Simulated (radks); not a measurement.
Ionisation of neutral ruthenium, [Kr] 4d7 5s1, to [Kr] 4d7 as the strength of local exchange is varied. Calculated with a radial shooting solver on a logarithmic mesh with Libxc functionals: scalar-relativistic Kohn-Sham, Slater X-alpha exchange (alpha = 2/3 is LDA exchange), no correlation, spin-polarised, spherical densities, point nucleus; open shells are filled with parallel spins first (spin-orbit coupling, left out, can overturn this in heavy ions).

\begin{tabular}{lrrrrr}
alpha & E(Ru) (hartree) & exchange (hartree) & IE (eV) & -e of the level emptied (eV) & <r> of it (bohr) \\ \hline
0.667 & -4522.31876 & -124.82657 & 7.345 & 4.350 (5s) & 3.327 \\
0.813 & -4549.77419 & -153.08570 & 8.285 & 5.258 (5s) & 3.190 \\
0.882 & -4562.80827 & -166.55700 & 8.746 & 5.712 (5s) & 3.129 \\
0.947 & -4575.12106 & -179.31522 & 9.190 & 6.154 (5s) & 3.074 \\
0.964 & -4578.34682 & -182.66282 & 9.308 & 6.272 (5s) & 3.060 \\
0.977 & -4580.81510 & -185.22579 & 9.398 & 6.362 (5s) & 3.049 \\
1.025 & -4589.94030 & -194.71176 & 9.735 & 6.702 (5s) & 3.011 \\
1.041 & -4592.98605 & -197.88169 & 9.849 & 6.817 (5s) & 2.998 \\
\end{tabular}

NIST Atomic Spectra Database: 7.361 eV (measured). The Delta-SCF value meets it near alpha = 0.67. Open shells are spherical and high-spin; term and fine-structure splittings are not resolved.
